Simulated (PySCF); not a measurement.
GeCl₂I₂, SMILES [Cl][Ge]([Cl])([I])[I].

Geometry: PBE-D3(BJ)/def2-SVP. The def2 effective core potentials stand for the cores of I; spin–orbit coupling is left out.

Method: PBE-D3(BJ)/def2-SVP (PySCF 2.14.0).

Frequencies are harmonic and unscaled.

Computed harmonic wavenumbers and intensities:
| mode | ν (cm⁻¹) | IR (km/mol) | moving atoms (share of kinetic energy) |
|---|---|---|---|
| 1 | 65 | 0.0 | I 71 %, Cl 18 %, Ge 11 % |
| 2 | 88 | 0.0 | Cl 84 %, I 16 % |
| 3 | 111 | 1.2 | Cl 48 %, Ge 37 %, I 15 % |
| 4 | 120 | 3.5 | Cl 64 %, I 32 % |
| 5 | 131 | 1.7 | Cl 72 %, I 25 % |
| 6 | 211 | 7.7 | I 40 %, Ge 36 %, Cl 24 % |
| 7 | 274 | 64.7 | Ge 76 %, I 23 % |
| 8 | 403 | 63.0 | Cl 68 %, Ge 31 % |
| 9 | 426 | 61.6 | Cl 61 %, Ge 39 % |
